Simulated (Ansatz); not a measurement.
Consider the ligand exchange at the Si–O bond: `BOCO[SiH3]` + `[OH][Sn][O][SiH3]` → `[SiH3][O][Sn][O][SiH3]` + `BOCO`.

Calculated with Ansatz (gas phase, PBE0-D4/def2-TZVP geometries, no zero-point term in ΔE). CBS: MP2 limit from def2 TZ/QZ plus the TZ coupled-cluster correction, frozen cores. Functionals use def2-TZVPP. Elements past krypton have def2 core potentials. For Sn outer-core shells are correlated without core-valence functions, which leaves a few kJ/mol of doubt a bond. Each species was taken in one conformer, which may not be the lowest.

| level | ΔE (kcal/mol) |
| --- | --- |
| PBE-D4 | -4.5 |
| B97M-V | -5.3 |
| BHLYP-D4 | -6.6 |
| ωB97X-V | -4.9 |
| revPBE | -3.9 |
| r2SCAN | -4.4 |
| r2SCANh | -4.7 |
| HF/def2-SVP | -8.6 |

**Question.** What does CCSD(T)/CBS give? (Best estimate.)

**Answer.** Computed: -5.3 kcal/mol. The listed levels differ from it by 0.8, 0.0, -1.3, 0.4, 1.4, 0.9, 0.6, -3.3 kcal/mol.

Largest T1 diagnostic among the species: 0.016.

From BLYP to BHLYP (50 % exact exchange), in def2-TZVPP and without D4, ΔE moves by −1.5 kcal/mol. In def2-TZVPP, CCSD(T) changes the Hartree–Fock value by +1.2 kcal/mol (the triples alone add +0.2 kcal/mol) and MP2 by +1.3 kcal/mol.
